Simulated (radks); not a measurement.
Q: All-electron atom: Rh37+ in [He] 2s2 2p4. All-electron calculation, scalar-relativistic Kohn-Sham, r2SCAN, spin-polarised, spherical densities, finite nucleus; open shells are filled with parallel spins first (spin-orbit coupling, left out, can overturn this in heavy ions); meta-GGA in the generalised Kohn-Sham scheme; Fermi nuclear charge, rms radius 4.4945 fm. Program: a radial shooting solver on a logarithmic mesh with Libxc functionals. Some entries of the table are withheld. Estimate them.

| orbital | occ. | eigenvalue (eV) | <r> (bohr) | r(max) (bohr) |
|---|---|---|---|---|
| 1s up | 1 | -25702.60 | (1) | (2) |
| 1s down | 1 | -25677.01 | (3) | (4) |
| 2s up | 1 | -5682.561 | (5) | 0.1173 |
| 2s down | 1 | -5645.999 | (6) | 0.1175 |
| 2p up | 3 | -5387.404 | 0.1182 | 0.09314 |
| 2p down | 1 | -5339.764 | 0.1187 | 0.09344 |

A: 
(1) 1s up <r> (bohr): 0.03257
(2) 1s up r(max) (bohr): 0.02116
(3) 1s down <r> (bohr): 0.03254
(4) 1s down r(max) (bohr): 0.02115
(5) 2s up <r> (bohr): 0.1367
(6) 2s down <r> (bohr): 0.1371
